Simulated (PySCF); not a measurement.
PBE0 on Zr (zirconium, neutral), [Kr] 4d1 5s2 6s1, high-spin 3D determinant (an excited configuration). Computed with PySCF 2.14 in aug-cc-pVTZ-PP with ECP28MDF, with a scalar-relativistic core potential.

```
cycle= 26 E= -46.5434161357746  delta_E= -0.000493  |g|= 0.0128  |ddm|= 0.144
cycle= 27 E= -46.543851896122  delta_E= -0.000436  |g|= 0.0132  |ddm|= 0.0471
cycle= 28 E= -46.5446178185583  delta_E= -0.000766  |g|= 0.0111  |ddm|= 0.094
cycle= 29 E= -46.5457914578231  delta_E= -0.00117  |g|= 0.0212  |ddm|= 0.119
cycle= 30 E= -46.5459825105895  delta_E= -0.000191  |g|= 0.0177  |ddm|= 0.0548
cycle= 31 E= -46.5445313698333  delta_E= 0.00145  |g|= 0.0157  |ddm|= 0.187
cycle= 32 E= -46.5431476547554  delta_E= 0.00138  |g|= 0.00317  |ddm|= 0.177
cycle= 33 E= -46.5432076696812  delta_E= -6e-05  |g|= 0.00258  |ddm|= 0.112
cycle= 34 E= -46.5432397097863  delta_E= -3.2e-05  |g|= 0.000897  |ddm|= 0.142
cycle= 35 E= -46.5432495510939  delta_E= -9.84e-06  |g|= 0.000137  |ddm|= 0.0719
cycle= 36 E= -46.5432496945891  delta_E= -1.43e-07  |g|= 4.3e-05  |ddm|= 0.00705
cycle= 37 E= -46.5432496884395  delta_E= 6.15e-09  |g|= 5.74e-06  |ddm|= 0.00291
cycle= 38 E= -46.5432496885384  delta_E= -9.89e-11  |g|= 1.9e-06  |ddm|= 9.14e-05
converged SCF energy = -46.5432496885384  <S^2> = 2.0025849  2S+1 = 3.0017227
```

Highest occupied orbital energy: -1.739 eV; ⟨L²⟩ = 10.85; populations by l: s 4.19, p 6.00, d 1.81, f 0.00.

Task: Can this result be used?

Result: Not for this state. The calculation finished and met its thresholds. ⟨L²⟩ = 10.85 against 6 for a pure D term, so this real determinant mixes terms. Energies and moments cover only the electrons outside the core potential. The outer electron is Rydberg-like, and this basis confines it to a smaller radius and binds it less than a complete one would. The s, p, d and f populations moved away from the nominal configuration during the SCF.
